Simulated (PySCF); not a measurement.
Sm⁺ (samarium, charge +1) across methods

[Xe] 4f5 6s1 6p1, one real determinant (an excited configuration). Computed with PySCF 2.14 in x2c-TZVPPall with one added diffuse shell each of s, p, d, f type (12s8p8d5f2g, 129 functions), with scalar relativity by spin-free X2C-1e.

```json
{"method": "UHF", "E (hartree)": "-10422.40847", "mean ε 4f α (eV)": "-29.510", "mean ε 6s α (eV)": "-13.284", "mean ε 6p α (eV)": "-9.585", "Σ⟨r²⟩ (bohr²)": "73.01", "⟨S²⟩": "15.755"}
{"method": "PBE0", "E (hartree)": "-10425.84", "mean ε 4f α (eV)": "-22.095", "mean ε 6s α (eV)": "-11.708", "mean ε 6p α (eV)": "-8.046", "Σ⟨r²⟩ (bohr²)": "72.91", "⟨S²⟩": "15.752"}
{"method": "LDA", "E (hartree)": "-10418.13", "mean ε 4f α (eV)": "-19.324", "mean ε 6s α (eV)": "-11.110", "mean ε 6p α (eV)": "-7.353", "Σ⟨r²⟩ (bohr²)": "72.50", "⟨S²⟩": "15.751"}
```

Question: Estimate the same row for PBE.

Answer: E (hartree) = -10425.87; mean ε 4f α (eV) = -19.235; mean ε 6s α (eV) = -10.986; mean ε 6p α (eV) = -7.459; Σ⟨r²⟩ (bohr²) = 72.85; ⟨S²⟩ = 15.751.

⟨L²⟩ = 26.01 against 42 for a pure I term, so this real determinant mixes terms. Spin-orbit coupling, absent here, splits the open shell strongly.
